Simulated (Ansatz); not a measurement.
Cost and result for the atomization energy of C₂H₆BF, SMILES `BC(C)F` (10 atoms, 9 bonds).

```xyz
10

B     0.033   -1.137    0.904
C    -0.532   -0.154   -0.160
C     0.418    0.981   -0.513
F    -0.923   -0.788   -1.343
H     0.135   -2.306    0.687
H     0.355   -0.687    1.964
H    -1.448    0.288    0.271
H    -0.045    1.637   -1.253
H     1.350    0.597   -0.933
H     0.656    1.568    0.376
```

Charge 0, multiplicity 1. The structure was optimised at the PBE0-D4/def2-TZVP level. Program: Ansatz. All runs use 2 threads of an Arm Neoverse V2 on a shared host. Times are those of one run each, without the atoms' runs, and a repeat can differ threefold. Electronic energies, without spin–orbit coupling; frozen cores. CCSD(T)/CBS adds CCSD(T) − MP2 in def2-TZVPP to the MP2 limit, and its time is that of the two runs behind it. T1 = 0.010. B3LYP takes the VWN-RPA correlation (the form of Gaussian; ORCA's B3LYP/G). HSE06 is the plane-wave form, built on full-range PBE exchange.

CCSD(T)/CBS is a level of theory with its own doubt, some kJ/mol a heavy atom from the limit and from the frozen cores, so smaller differences don't rank the functionals.

| level | functions | wall time |
| --- | --- | --- |
| LDA (SPW92)/def2-TZVPP | 208 | 1.1 s |
| revPBE-D4/def2-TZVPP | 208 | 1.8 s |
| PBE0-D4/def2-TZVPP | 208 | 2.1 s |
| PBE-D4/def2-TZVPP (with forces) | 208 | 2.2 s |
| HSE06-D4/def2-TZVPP | 208 | 2.4 s |
| CCSD(T)/def2-SVP | 86 | 2.6 s |
| B3LYP-D4/def2-TZVPP (with forces) | 208 | 3.5 s |
| B2PLYP/def2-TZVPP | 208 | 4.1 s |
| ωB97X-V/def2-TZVPP | 208 | 7 s |
| B97M-V/def2-TZVPP | 208 | 8 s |
| MP2/def2-QZVPP | 408 | 16 s |
| CCSD(T)/def2-TZVPP | 208 | 63 s |
| CCSD(T)/CBS(def2) | – | 79 s |

Task: What atomization energy does each give, and how far from CCSD(T)/CBS? (Best estimate.)

Result: Computed: 
| level | atomization (kJ/mol) | difference from CCSD(T)/CBS | per bond |
| --- | --- | --- | --- |
| LDA (SPW92)/def2-TZVPP | 4230.6 | 520.8 | 57.9 |
| revPBE-D4/def2-TZVPP | 3702.1 | -7.7 | -0.9 |
| PBE0-D4/def2-TZVPP | 3737.2 | 27.4 | 3.0 |
| PBE-D4/def2-TZVPP (with forces) | 3788.8 | 79.0 | 8.8 |
| HSE06-D4/def2-TZVPP | 3739.7 | 29.9 | 3.3 |
| CCSD(T)/def2-SVP | 3562.7 | -147.1 | -16.3 |
| B3LYP-D4/def2-TZVPP (with forces) | 3730.9 | 21.1 | 2.3 |
| B2PLYP/def2-TZVPP | 3693.3 | -16.5 | -1.8 |
| ωB97X-V/def2-TZVPP | 3728.6 | 18.8 | 2.1 |
| B97M-V/def2-TZVPP | 3729.2 | 19.4 | 2.2 |
| MP2/def2-QZVPP | 3726.9 | 17.1 | 1.9 |
| CCSD(T)/def2-TZVPP | 3631.1 | -78.7 | -8.7 |
| CCSD(T)/CBS(def2) | 3709.8 | 0.0 | 0.0 |

Leaving LDA and LC-ωPBE aside and taking each functional with its dispersion term where it has one, the values, not all of them listed here, spread over 146.1 kJ/mol, from BHLYP-D4 to PBE-D4. LDA lies +455.0 kJ/mol from PBE without D4, its usual overbinding. From PBE to PBE0 (25 % exact exchange), in def2-TZVPP and without D4, the atomization energy moves by −49.3 kJ/mol: exact exchange takes away binding that semilocal exchange gives to molecules. At CCSD(T), def2-SVP lies −147.1 kJ/mol from the extrapolated value and def2-TZVPP −78.6 kJ/mol: correlation converges slowly with the basis, and small sets miss more of it in the bonded molecule than in its fragments.
